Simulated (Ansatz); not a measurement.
One change: `[CH3][Mo]([CH3])(=[S])=[S]` becomes `[CH3][Mo]([OH])(=[S])=[S]`.

Ansatz, PBE0-D4/def2-TZVP geometries, multiplicity 1. Each molecule was computed in one conformer, which needn't be the lowest.

Elements past krypton have def2 core potentials.

```json
{"property": "size of the dipole moment (PBE/def2-TZVPP) / D", "`[CH3][Mo]([CH3])(=[S])=[S]`": "2.70"}
{"property": "LUMO energy (PBE0/def2-TZVPP) / eV", "`[CH3][Mo]([CH3])(=[S])=[S]`": "-3.18"}
{"property": "HOMO–LUMO gap (PBE/def2-TZVPP) / eV", "`[CH3][Mo]([CH3])(=[S])=[S]`": "2.21"}
{"property": "HOMO energy (PBE0/def2-TZVPP) / eV", "`[CH3][Mo]([CH3])(=[S])=[S]`": "-7.17"}
{"property": "size of the dipole moment (B3LYP/def2-TZVPP) / D", "`[CH3][Mo]([CH3])(=[S])=[S]`": "2.76"}
{"property": "size of the dipole moment (ωB97M-V/def2-TZVPP) / D", "`[CH3][Mo]([CH3])(=[S])=[S]`": "2.76"}
```

(1) What does the change do to each property? (Estimate.)

## Answers

(1) Computed: 
```json
{"property": "size of the dipole moment (PBE/def2-TZVPP) / D", "`[CH3][Mo]([OH])(=[S])=[S]`": "2.63", "shift": "-0.07"}
{"property": "LUMO energy (PBE0/def2-TZVPP) / eV", "`[CH3][Mo]([OH])(=[S])=[S]`": "-2.98", "shift": "0.20"}
{"property": "HOMO–LUMO gap (PBE/def2-TZVPP) / eV", "`[CH3][Mo]([OH])(=[S])=[S]`": "2.47", "shift": "0.26"}
{"property": "HOMO energy (PBE0/def2-TZVPP) / eV", "`[CH3][Mo]([OH])(=[S])=[S]`": "-7.24", "shift": "-0.07"}
{"property": "size of the dipole moment (B3LYP/def2-TZVPP) / D", "`[CH3][Mo]([OH])(=[S])=[S]`": "2.58", "shift": "-0.18"}
{"property": "size of the dipole moment (ωB97M-V/def2-TZVPP) / D", "`[CH3][Mo]([OH])(=[S])=[S]`": "2.56", "shift": "-0.20"}
```

With PBE0 the HOMO falls by 0.07 eV and the LUMO rises by 0.20 eV, so the gap widens by about 0.27 eV. PBE moves the HOMO by -0.03 eV and ωB97M-V by -0.07 eV. The zero-point energy changes by -55.4 kJ/mol with -6 modes. Dipoles are sizes alone; their direction can turn.

B3LYP here is the variant with VWN-RPA as its local correlation; programs differ in this.
